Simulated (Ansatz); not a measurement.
A run for Ansatz (a program for electronic structure): R-CCSD(T)/aug-cc-pVDZ on C2H7NO2 (a complex), monomers drawn apart or pushed together.

Ansatz 0.2 input:
```yaml
crystal:
  periodic: [false, false, false]
  atoms:
    - {symbol: C, position_ang: [0.19514320, 0.64616053, 0.15493860]}
    - {symbol: N, position_ang: [-0.56010423, -0.44249955, 0.79306772]}
    - {symbol: H, position_ang: [0.98551637, 0.95849630, 0.83591643]}
    - {symbol: H, position_ang: [-0.46975874, 1.49362859, -0.01173294]}
    - {symbol: H, position_ang: [0.64670163, 0.36390524, -0.80059178]}
    - {symbol: H, position_ang: [0.05626637, -1.22401419, 0.99038360]}
    - {symbol: H, position_ang: [-1.30299013, -0.77823828, 0.19093149]}
    - {symbol: O, position_ang: [1.18290527, -0.13754719, 3.20053878]}
    - {symbol: C, position_ang: [0.16641892, 0.24397840, 3.73199399]}
    - {symbol: O, position_ang: [-1.01817208, 0.35011729, 3.15719925]}
    - {symbol: H, position_ang: [0.12177146, 0.55384304, 4.78693039]}
    - {symbol: H, position_ang: [-0.94352274, 0.04451274, 2.18476405]}
basis:
  gaussian:
    orbitals: aug-cc-pVDZ
magnetization: {spin_polarized: false}
correlation: {method: ccsd_t, electrons: outside_noble_gas}
scf: {lower_state_search: off}
```

The log:

```
WARN ansatz: RAYON_NUM_THREADS=1 ignored (pool sized by the plan → 1); use --threads N
Functional definition: HF
these checks for a lower state are left out or cut short: stability, starts, cluster_reference, orbital_swaps, neighbouring_geometries, increment
integrals: 0.70 GiB planned
1729 factors; integrals over basis functions are off by at most 6.6e-4 eV
mean field: 0.62 GiB planned
mean field evaluation 1: about -7724.0999 eV, gradient 4.9e1 eV
mean field evaluation 2: about -7724.1694 eV, gradient 4.9e1 eV
mean field evaluation 4: about -7728.9651 eV, gradient 4.7e0 eV
mean field evaluation 8: about -7729.0337 eV, gradient 4.2e-1 eV
mean field evaluation 16: about -7729.0350 eV, gradient 2.4e-6 eV
mean field -7729.03503381 eV, -284.0367985643 hartree, gradient 2.4e-6 eV, S^2 0.000000; 0 other end points of the search recorded, 0 dependent functions left out
5 core orbitals not correlated
reference -7729.03503381 eV, -284.0367985643 hartree; 16, 16 occupied and 157, 157 virtual orbitals, 1729 factors
second order -24.03089056 eV of doubles, -0.00000000 eV of singles
coupled cluster: 2.26 GiB planned
cycle   1  -24.23754787 eV  change   -2.1e-1 eV  update   1.2e-1
cycle   2  -24.86730231 eV  change   -6.3e-1 eV  update   3.6e-2
cycle   3  -25.04131580 eV  change   -1.7e-1 eV  update   2.0e-2
cycle   4  -25.03110365 eV  change    1.0e-2 eV  update   4.7e-3
cycle   5  -25.02877511 eV  change    2.3e-3 eV  update   2.1e-3
cycle   6  -25.02950114 eV  change   -7.3e-4 eV  update   6.5e-4
cycle   7  -25.02927411 eV  change    2.3e-4 eV  update   2.4e-4
cycle   8  -25.02909764 eV  change    1.8e-4 eV  update   8.3e-5
cycle   9  -25.02909430 eV  change    3.3e-6 eV  update   3.6e-5
perturbative correction -0.85792401 eV, -0.0315281259 hartree
Total energy: -7754.92205212 eV, -284.9881289403 hartree
Checks for a lower state left out: stability, starts, cluster_reference, orbital_swaps, neighbouring_geometries, increment
```

The run converged.

Cost: around 100 core-seconds (rough).
